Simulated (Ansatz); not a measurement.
C2H5GaO can be A, `C=C[O][GaH2]`, or B, `C=[C](O)[GaH2]`.

Gas-phase electronic energies from Ansatz, PBE0-D4/def2-TZVP geometries. CBS: MP2 limit from def2 TZ/QZ plus the TZ coupled-cluster correction, frozen cores. Functionals use def2-TZVPP. B3LYP here is the variant with VWN-RPA as its local correlation; programs differ in this. For Ga outer-core shells are correlated without core-valence functions, which leaves a few kJ/mol of doubt a bond. Scalar relativity is left out up to krypton. Each species was taken in one conformer, which may not be the lowest.

Task: Which isomer does CCSD(T)/CBS put lower? Give the gap. (Estimate.)

Result: The calculation gave: A, by 75.0 kJ/mol.

Task: Give E(B) − E(A) in kJ/mol with B3LYP, r2SCAN-D4, CCSD(T)/def2-TZVPP, ωB97M-V, CCSD/def2-TZVPP, HF/def2-TZVPP, CCSD(T)/def2-SVP. (Estimate.)

Result: Computed: B3LYP 80.5, r2SCAN-D4 78.8, CCSD(T)/def2-TZVPP 79.3, ωB97M-V 76.2, CCSD/def2-TZVPP 80.5, HF/def2-TZVPP 91.0, CCSD(T)/def2-SVP 88.4. None reverses the order clearly.

Task: Does the order hold for the free energy at 298.15 K (harmonic terms from PBE0-D4)? (An estimate is asked.)

Result: Ansatz gave: Yes: G(B) − G(A) = +75.1 kJ/mol, for one conformer each.

Largest T1 diagnostic: 0.015.

Leaving LDA and LC-ωPBE aside and taking each functional with its dispersion term where it has one, the values, not all of them listed here, spread over 12.1 kJ/mol, from PBE-D4 to BHLYP-D4. At CCSD(T), def2-SVP lies +13.4 kJ/mol from the extrapolated value and def2-TZVPP +4.3 kJ/mol.
